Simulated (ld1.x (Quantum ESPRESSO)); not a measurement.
# Reading a pseudo-wave (Br (Z = 35))

Columns: radius, all-electron u(r) and pseudo u(r) of the 4s shell (level -25.09 eV) of bromine in the configuration [Ne] 3s2 3p6 3d10 4s2 4p4.5; PBE, scalar-relativistic, TM semilocal scheme, ld1.x (Quantum ESPRESSO) 7.5.

```
r (bohr)  all-electron   pseudo
   0.057       -0.0148  -0.0335
   0.115       -0.2622  -0.0671
   0.172       -0.1941  -0.0989
   0.230        0.0249  -0.1295
   0.288        0.2396  -0.1581
   0.345        0.3784  -0.1841
   0.402        0.4318  -0.2082
   0.460        0.4103  -0.2315
   0.518        0.3328  -0.2548
   0.575        0.2217  -0.2793
   0.632        0.0920  -0.3071
   0.690       -0.0464  -0.3407
   0.747       -0.1802  -0.3809
   0.805       -0.3081  -0.4304
   0.862       -0.4223  -0.4876
   0.920       -0.5249  -0.5530
   0.977       -0.6116  -0.6206
   1.035       -0.6856  -0.6872
   1.092       -0.7448  -0.7449
   1.150       -0.7924  -0.7924
   1.208       -0.8283  -0.8283
   1.265       -0.8533  -0.8533
   1.322       -0.8692  -0.8692
   1.380       -0.8771  -0.8771
   1.438       -0.8777  -0.8777
   1.495       -0.8722  -0.8722
```

How many radial nodes do the two functions have?

The all-electron 4s function has n − l − 1 = 3 (the table is too coarse to show those close to the nucleus); the pseudo-wave has 0, since the states of the same l below it are removed with the core.

At about which radius was the pseudo-wave matched?

1.15 bohr, where the columns begin to agree (steps of 0.06 bohr).

Where does each function peak?

Outermost all-electron maximum near 1.44 bohr, pseudo maximum near 1.44 bohr (to the table’s step).

Is the pseudo-wave norm-conserving?

Yes: the TM semilocal scheme keeps the norm inside the radius equal to the all-electron one, which fixes the energy derivative of the logarithmic derivative at the level.
